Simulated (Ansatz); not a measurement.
Isolated molecules relaxed with PBE0-D4/def2-TZVP in Ansatz; ΔE leaves out vibrations. CBS: MP2 limit from def2 TZ/QZ plus the TZ coupled-cluster correction, frozen cores. DFT in def2-TZVPP. def2 core potentials past Kr. For Sn outer-core shells are correlated without core-valence functions, which leaves a few kJ/mol of doubt a bond.

Reaction (redistribution): `C#[C][SnH2][C]#C` + `CB(C)F` → `C#[C][SnH2][CH3]` + `C#CB(C)F`

```
             level  ΔE (kJ/mol)
        r2SCANh-D4        -13.0
              BLYP        -18.4
              PBE0        -12.9
RPA@PBE/def2-TZVPP         -5.3
       HF/def2-SVP         -4.8
SCS-MP2/def2-TZVPP         -6.4
     HF/def2-QZVPP         -4.4
SCS-MP2/def2-QZVPP         -8.3
```

Problem. What does CCSD(T)/CBS give? (Estimate.)

Solution. Ansatz gave: -9.9 kJ/mol. The listed levels differ from it by -3.1, -8.5, -3.0, 4.6, 5.1, 3.5, 5.5, 1.6 kJ/mol.

Largest T1 diagnostic among the species: 0.014.

Leaving LDA and LC-ωPBE aside and taking each functional with its dispersion term where it has one, the values, not all of them listed here, spread over 11.2 kJ/mol, from BLYP-D4 to ωB97X-V. From PBE to PBE0 (25 % exact exchange), in def2-TZVPP and without D4, ΔE moves by +4.2 kJ/mol.
